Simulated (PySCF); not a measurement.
# Te²⁺ (tellurium, charge +2) across methods

[Kr] 4d10 5s2 5p1 6s1, high-spin 3P determinant (an excited configuration). Calculation: PySCF 2.14, in aug-cc-pVTZ-DK3; scalar relativity by spin-free X2C-1e.

```tsv
method	E (hartree)	mean ε 5s β (eV)	mean ε 5p α (eV)	mean ε 6s α (eV)	Σ⟨r²⟩ (bohr²)	⟨S²⟩
UHF	-6789.15541	-38.583	-30.015	-13.978	55.89	2.006
PBE0	-6791.62	-36.553	-26.950	-13.025	54.74	2.002
PW91	-6792.51	-35.583	-25.743	-12.617	54.38	2.001
M06-L	-6791.83	-35.463	-25.585	-12.395	55.39	2.003
LDA	-6785.58	-35.965	-25.756	-12.642	54.06	2.001
MN15	-6796.70	-37.597	-27.980	-13.482	54.72	2.003
PBE	-6791.55	-35.473	-25.660	-12.567	54.46	2.001
```

(1) Estimate the same row for BP86.

The outer electron is Rydberg-like, and this basis confines it to a smaller radius and binds it less than a complete one would.

Answers

(1) E (hartree) = -6792.74; mean ε 5s β (eV) = -35.721; mean ε 5p α (eV) = -25.782; mean ε 6s α (eV) = -12.700; Σ⟨r²⟩ (bohr²) = 54.26; ⟨S²⟩ = 2.001.
